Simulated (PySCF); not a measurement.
# Assignment exercise: C$_{6}$H$_{11}$ClOSi

Atom-mapped SMILES (the numbers label the heavy atoms): `[CH3:1][CH2:2][C:3](=[O:4])/[C:5]([Cl:6])=[CH:7]/[SiH2:8][CH3:9]`; H(Xn) means a hydrogen on atom n.

Method: GIAO PBE0/pcSseg-1 shieldings, coordinates at the GFN2-xTB level, in PySCF 2.14 (one averaged value for each set of equivalent atoms, a single conformation, non-relativistic Hamiltonian, gas phase).

Scale: TMS for 13C (σ = 186.93 ppm) and 1H (σ = 31.72 ppm) (reference shieldings calculated alike).

**Question.** Assign these signals to the numbered atoms. 13C{1H} NMR (computed): δ 199.4, 156.4, 145.1, 37.8, 9.9, -7.5.

**Answer.** 
| δ (ppm) | atoms | environment | reason |
| --- | --- | --- | --- |
| 199.4 | C3 | ketone carbonyl carbon | low-lying n→π* states of the double bond to the heteroatom give a large paramagnetic term (-263 ppm) |
| 156.4 | C5 | α carbon of a C=C–C=O unit | an sp2 carbon of a C=C bond |
| 145.1 | C7 | β carbon of a C=C–C=O unit | conjugation with the carbonyl draws π density from the β position |
| 37.8 | C2 | sp3 CH2 α to a carbonyl | α to the electron-withdrawing carbonyl group |
| 9.9 | C1 | methyl carbon | a saturated carbon with 1 carbon neighbour and no heteroatom attached |
| -7.5 | C9 | methyl carbon bonded to Si | an electropositive neighbour leaves it electron-rich and shielded |

**Question.** Assign these signals to the numbered atoms. 1H NMR (400 MHz, computed): δ 7.65 (t, 1H), 4.57 (m, 2H), 2.84 (q, 2H), 1.16 (t, 3H), 0.33 (t, 3H).

**Answer.** 
7.65 → H(C7), hydrogen on a β carbon of a C=C–C=O unit: attached to an sp2 carbon and in the plane of the double bond
4.57 → H(Si8), hydrogen on a silicon bonded to 2 C
2.84 → H(C2), hydrogen on an sp3 CH2 α to a carbonyl: α to C=O
1.16 → H(C1), hydrogen on a methyl carbon
0.33 → H(C9), hydrogen on a methyl carbon bonded to Si: an electropositive neighbour shields it, as in TMS itself

Carbons that carry Cl, above all several Cl atoms, come out too deshielded, partly because spin–orbit coupling is missing. Shifts are as computed. Against solution values, carbons near 30 ppm lie about +3 ppm off and those near 130 ppm about +5 ppm; carbons on Cl a further +6 ppm. Of 1211 compounds with measured shifts, 218 miss one by over three times the rms of a fit or turn the order of signals round; such compounds aren't used in these exercises. No couplings were computed; multiplicities are counted from neighbouring protons, with m where these are inequivalent, close in shift, in a saturated or five-membered ring or joined by F or P, and br s for small geminal =CH2 splittings.
